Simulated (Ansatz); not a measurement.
Forces on a displaced structure

CHBCl2 (SMILES B=C(Cl)Cl), singlet, displaced at random from a GFN2-xTB minimum.

B1  (0.770, 0.641, 0.223)
C2  (-0.347, -0.230, -0.080)
Cl3  (-1.999, 0.300, -0.034)
Cl4  (-0.184, -1.948, -0.554)
H5  (1.630, 1.284, 0.470)
(Å)

Ansatz 0.2.0; basis: def2-TZVPP; cores frozen in the correlated methods.

CCSD(T) forces from the calculation:
```tsv
atom	Fx	Fy	Fz (eV/Å)
B1	-3.178	-2.673	-0.936
C2	1.014	0.000	0.032
Cl3	0.194	0.212	0.074
Cl4	0.247	1.108	0.328
H5	1.723	1.353	0.502
```

Question: Which atom feels the largest CCSD(T) force, and how large is it?

Answer: B1, 4.26 eV/Å, along (-0.75, -0.63, -0.22).

Root-mean-square difference of the force components from those of CCSD(T): PBE0-D4 0.223; wB97M-V 0.246; r2SCAN-D4 0.136; PBE-D4 0.089; revPBE-D4 0.083; LC-wPBE 0.362 eV/Å.

No T1 diagnostic of these runs exceeds 0.013. The restricted Hartree–Fock reference is unstable towards an unrestricted one here. These are differences at one structure, and CCSD(T) in triple zeta is itself an approximation.

For scale, one of the runs: CCSD(T)/def2-TZVPP forces, 160 basis functions (an equivalent command: `ansatz run in.yaml --threads 4`). Hardware: 4 CPU threads, shared host. Wall time 57 s; peak host memory 2.1 GiB.
